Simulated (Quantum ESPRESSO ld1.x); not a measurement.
Values are calculated unless marked as measured or tabulated.
Initial-state core-level shifts of the gadolinium ion Gd+ when its valence configuration changes from [Xe] 4f7 5d1 6s1. Level of theory: scalar-relativistic Kohn-Sham, PBE, spin-unpolarised, spherical densities, point nucleus (ld1.x of Quantum ESPRESSO 7.5). Shifts are changes of the shell-averaged eigenvalues in eV (positive: less bound).

| valence | 2s | 2p | 3p | 5p |
|---|---|---|---|---|
| 4f7 5d2 | +2.034 | +2.032 | +1.992 | +1.913 |
| 4f6 5d1 6s2 | -10.648 | -10.539 | -11.651 | -5.235 |
| 4f6 5d2 6s1 | -8.032 | -7.927 | -9.090 | -2.948 |
| 4f7 6s1 6p1 | -3.623 | -3.620 | -3.557 | -3.374 |
| 4f7 5d0.5 6s1 6p0.5 | -1.777 | -1.776 | -1.748 | -1.673 |
| 4f7 5d1 6s0.5 6p0.5 | -0.629 | -0.628 | -0.627 | -0.622 |
| 4f6 5d1 6p2 | -13.074 | -12.963 | -14.077 | -7.575 |
| 4f7 5d0.5 6s1.5 | -1.143 | -1.142 | -1.116 | -1.050 |
| 4f8 6s1 | +6.917 | +6.836 | +7.739 | +2.973 |
